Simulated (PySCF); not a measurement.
## `C(c1ccc(C=O)cc1)c1ccccc1`, C₁₄H₁₂O

Cartesian coordinates in Å; atom numbers follow the order of the lines, from 1:
```xyz
27

O    -4.669    0.279    2.765
C    -4.113    0.796    1.829
C    -2.974    0.235    1.099
C    -2.411    0.919    0.020
C    -1.341    0.378   -0.660
C    -0.808   -0.853   -0.285
C     0.374   -1.408   -1.029
C     1.562   -0.496   -0.853
C     2.098    0.202   -1.926
C     3.175    1.053   -1.746
C     3.724    1.220   -0.487
C     3.192    0.531    0.591
C     2.118   -0.320    0.408
C    -1.368   -1.532    0.793
C    -2.440   -0.997    1.477
H    -4.449    1.781    1.442
H    -2.820    1.874   -0.278
H    -0.904    0.910   -1.492
H     0.614   -2.405   -0.653
H     0.132   -1.491   -2.091
H     1.674    0.076   -2.913
H     3.584    1.588   -2.590
H     4.563    1.885   -0.345
H     3.615    0.659    1.577
H     1.702   -0.853    1.251
H    -0.963   -2.488    1.092
H    -2.885   -1.516    2.313
```

Level of theory: TDDFT LC-wPBE/def2-SVPD excited states, vertical, gas phase (PySCF 2.14.0). Geometry: GFN2-xTB.

Problem. How strongly do the lowest singlets absorb one photon, and two photons of half the energy?

Solution. δ for parallel linear polarisation; σ at the peak of a Lorentzian of half width 0.1 eV, single beam; Ω is circular over linear.
| state | E (eV) | f | photon λ (nm) | δ (au) | σ (GM) | Ω | main |
| --- | --- | --- | --- | --- | --- | --- | --- |
| S1 | 3.95 | 0.000 | 628 | <0.1 | 0.00 | – | HOMO−3→LUMO 0.78, HOMO−3→LUMO+8 0.09 |
| S2 | 5.19 | 0.010 | 478 | 7.58 | 0.07 | 1.23 | HOMO−4→LUMO 0.58, HOMO→LUMO+1 0.14 |
| S3 | 5.36 | 0.412 | 462 | 416 | 4.39 | 0.71 | HOMO→LUMO 0.52, HOMO−2→LUMO 0.28 |
| S4 | 5.54 | 0.023 | 448 | 37.8 | 0.42 | 0.75 | HOMO→LUMO+2 0.27, HOMO−1→LUMO+2 0.19 |
| S5 | 6.25 | 0.032 | 397 | 2.72 | 0.04 | 0.55 | HOMO→LUMO+1 0.17, HOMO→LUMO+3 0.15 |

Among these, the strongest one-photon state is S3, the strongest two-photon state S3, with a dipole change of 3.1 D (relaxed, norm of the difference vector).
